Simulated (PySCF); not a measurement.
F₂GeH₂Se₂, SMILES [F][Ge]([F])([SeH])[SeH]. Atoms are numbered in the order given.

```xyz
7

F     -0.1472     1.3570    -1.6368
Ge     0.0000     0.0000    -0.5624
F      0.1472    -1.3570    -1.6368
Se    -2.0035    -0.0038     0.6522
Se     2.0035     0.0038     0.6522
H     -1.4744    -1.0460     1.5550
H      1.4744     1.0460     1.5550
```

Coordinates come from a B3LYP-D3(BJ)/def2-SVP optimisation. The values are those of a single conformer.

Computed with B3LYP-D3(BJ)/def2-SVP (PySCF).

Frequencies are harmonic and unscaled.

```csv
mode,ν (cm⁻¹),IR (km/mol),moving atoms (share of kinetic energy)
1,76,0.0,"Se 63 %, Ge 17 %, F 14 %"
2,127,11.5,"H 48 %, Ge 20 %, F 19 %, Se 13 %"
3,136,1.0,"F 87 %, Se 9 %"
4,149,1.7,"H 50 %, F 28 %, Ge 18 %"
5,174,12.6,"H 63 %, F 22 %, Se 13 %"
6,190,21.1,"F 69 %, Se 28 %"
7,228,0.0,"Se 41 %, F 33 %, H 23 %"
8,279,16.7,"F 37 %, Ge 33 %, Se 24 %"
9,343,75.3,"Ge 68 %, Se 27 %"
10,674,10.3,H 92 %
11,674,1.9,H 97 %
12,709,89.1,"F 82 %, Ge 18 %"
13,730,60.8,"F 72 %, Ge 25 %"
14,2409,10.5,H 99 %
15,2410,2.5,H 99 %
```
